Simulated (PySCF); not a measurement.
H4GeS2, SMILES `[SH][GeH2][SH]` (H–S–Ge–S torsion -140°, S–Ge–S–H torsion -140°), neutral singlet in the gas phase. 

Cartesian coordinates (Å):
SMILES: [GeH2]([SH])[SH]
```xyz
7

S      1.7875    -0.7365    -0.7575
Ge    -0.0077     0.3182     0.0809
S     -1.6482    -1.2132     0.1188
H      2.6478    -0.1468     0.1050
H      0.3576     0.8220     1.4922
H     -0.4729     1.4859    -0.8130
H     -2.5959    -0.3382    -0.2911
```
Charge 0, multiplicity 1.

All levels are single points at this geometry (B3LYP-D3(BJ)/def2-SVP); Pople sets use spherical d functions. Orbital energies aren't observables, and empty levels follow the basis.

B3LYP/LANL2DZ in PySCF gives HOMO (eV) = -7.22.

### Question
Estimate the HOMO (eV) from each of these levels: B3LYP-D3(BJ)/def2-TZVP in PySCF; PBE-D3(BJ)/def2-TZVP in PySCF; r2SCAN-D4/def2-TZVP in PySCF; M06-2X/6-31G* in PySCF; PBE/6-31G* in PySCF; SVWN5/6-31G* in PySCF; HF/3-21G in PySCF; HF/STO-3G in PySCF.

### Answer

| level | HOMO (eV) |
|---|---|
| B3LYP-D3(BJ)/def2-TZVP in PySCF | -7.11 |
| PBE-D3(BJ)/def2-TZVP in PySCF | -6.14 |
| r2SCAN-D4/def2-TZVP in PySCF | -6.43 |
| M06-2X/6-31G* in PySCF | -8.46 |
| PBE/6-31G* in PySCF | -6.04 |
| SVWN5/6-31G* in PySCF | -6.09 |
| HF/3-21G in PySCF | -10.44 |
| HF/STO-3G in PySCF | -7.03 |
